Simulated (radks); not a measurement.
Au4+, 75 electrons, occupied as [Xe] 4f14 5d7.

All-electron calculation, scalar-relativistic Kohn-Sham, PBE, spin-polarised, spherical densities, finite nucleus; open shells are filled with parallel spins first (spin-orbit coupling, left out, can overturn this in heavy ions); Fermi nuclear charge, rms radius 5.4371 fm. Program: a radial shooting solver on a logarithmic mesh with Libxc functionals.

Energy parts (hartree):
total: -19003.5615
kinetic: 21250.9896
electron-nucleus: -47132.0118
Hartree: 7237.9905
exchange-correlation: -360.5298

Orbitals (lengths in bohr, moments of r in powers of bohr; <r^-3> diverges for s and p1/2; r(max) is where P^2 peaks; r(90%) holds 90 % of the orbital's charge):
1s up: occ. 1; eigenvalue (hartree) -2969.144; <1/r> 95.70; r(90%) 0.0308; r(max) 0.01042
1s down: occ. 1; eigenvalue (hartree) -2969.144; <1/r> 95.70; r(90%) 0.0308; r(max) 0.01042
2s up: occ. 1; eigenvalue (hartree) -525.5248; <1/r> 22.44; r(90%) 0.111; r(max) 0.06018
2s down: occ. 1; eigenvalue (hartree) -525.5153; <1/r> 22.44; r(90%) 0.111; r(max) 0.06018
2p up: occ. 3; eigenvalue (hartree) -454.7361; <1/r> 19.97; <r^-3> 25480; r(90%) 0.105; r(max) 0.04981
2p down: occ. 3; eigenvalue (hartree) -454.7283; <1/r> 19.97; <r^-3> 25480; r(90%) 0.105; r(max) 0.04981
3s up: occ. 1; eigenvalue (hartree) -125.5264; <1/r> 8.321; r(90%) 0.270; r(max) 0.1696
3s down: occ. 1; eigenvalue (hartree) -125.5228; <1/r> 8.321; r(90%) 0.270; r(max) 0.1696
3p up: occ. 3; eigenvalue (hartree) -104.9824; <1/r> 7.593; <r^-3> 5828; r(90%) 0.277; r(max) 0.1690
3p down: occ. 3; eigenvalue (hartree) -104.9784; <1/r> 7.593; <r^-3> 5828; r(90%) 0.277; r(max) 0.1690
3d up: occ. 5; eigenvalue (hartree) -82.99819; <1/r> 7.146; <r^-3> 724.1; r(90%) 0.260; r(max) 0.1376
3d down: occ. 5; eigenvalue (hartree) -82.99124; <1/r> 7.145; <r^-3> 724.1; r(90%) 0.260; r(max) 0.1376
4s up: occ. 1; eigenvalue (hartree) -28.76836; <1/r> 3.567; r(90%) 0.583; r(max) 0.3827
4s down: occ. 1; eigenvalue (hartree) -28.75915; <1/r> 3.566; r(90%) 0.583; r(max) 0.3827
4p up: occ. 3; eigenvalue (hartree) -22.02820; <1/r> 3.221; <r^-3> 1403; r(90%) 0.629; r(max) 0.4028
4p down: occ. 3; eigenvalue (hartree) -22.01966; <1/r> 3.221; <r^-3> 1402; r(90%) 0.628; r(max) 0.4028
4d up: occ. 5; eigenvalue (hartree) -13.92476; <1/r> 2.887; <r^-3> 152.4; r(90%) 0.684; r(max) 0.4103
4d down: occ. 5; eigenvalue (hartree) -13.91483; <1/r> 2.887; <r^-3> 152.4; r(90%) 0.683; r(max) 0.4103
4f up: occ. 7; eigenvalue (hartree) -4.92903; <1/r> 2.463; <r^-3> 29.39; r(90%) 0.801; r(max) 0.3755
4f down: occ. 7; eigenvalue (hartree) -4.91476; <1/r> 2.467; <r^-3> 29.47; r(90%) 0.797; r(max) 0.3754
5s up: occ. 1; eigenvalue (hartree) -5.92482; <1/r> 1.465; r(90%) 1.32; r(max) 0.8479
5s down: occ. 1; eigenvalue (hartree) -5.86047; <1/r> 1.473; r(90%) 1.31; r(max) 0.8454
5p up: occ. 3; eigenvalue (hartree) -4.12215; <1/r> 1.254; <r^-3> 242.6; r(90%) 1.52; r(max) 0.9500
5p down: occ. 3; eigenvalue (hartree) -4.04313; <1/r> 1.261; <r^-3> 246.1; r(90%) 1.52; r(max) 0.9464
5d up: occ. 5; eigenvalue (hartree) -2.05946; <1/r> 0.9380; <r^-3> 16.99; r(90%) 2.06; r(max) 1.170
5d down: occ. 2; eigenvalue (hartree) -1.97144; <1/r> 0.9363; <r^-3> 17.01; r(90%) 2.08; r(max) 1.166
6s up: occ. 0; eigenvalue (hartree) -1.66208; <1/r> 0.5992; r(90%) 3.05; r(max) 1.971
6s down: occ. 0; eigenvalue (hartree) -1.60697; <1/r> 0.5880; r(90%) 3.09; r(max) 1.993
6p up: occ. 0; eigenvalue (hartree) -1.24976; <1/r> 0.4984; <r^-3> 40.06; r(90%) 3.63; r(max) 2.354
6p down: occ. 0; eigenvalue (hartree) -1.21043; <1/r> 0.4885; <r^-3> 37.79; r(90%) 3.68; r(max) 2.385

The highest occupied level is 5d down at -53.646 eV. Spin moment in Bohr magnetons: 3. The electron density at the nucleus is 2.302e+06 e/bohr^3 (large components only). The density falls to 0.001 e/bohr^3 at r = 3.11 bohr. For comparison, the ionisation energy in NIST's Atomic Spectra Database is 60 eV (theoretical). In exact Kohn-Sham theory the highest level is minus the ionisation energy, but local and semilocal functionals leave it too shallow, through self-interaction and a potential that decays too fast; potentials with the right tail come closer. The spin density at the nucleus is -19.89 e/bohr^3 (1s -0.22, 2s -2.46, 3s 0.08, 4s 2.80, 5s -20.08). Summed over all electrons, <r^2> = 33.69 bohr^2, which gives a Langevin (diamagnetic) susceptibility term of -26.7 x 10^-6 cm^3/mol.
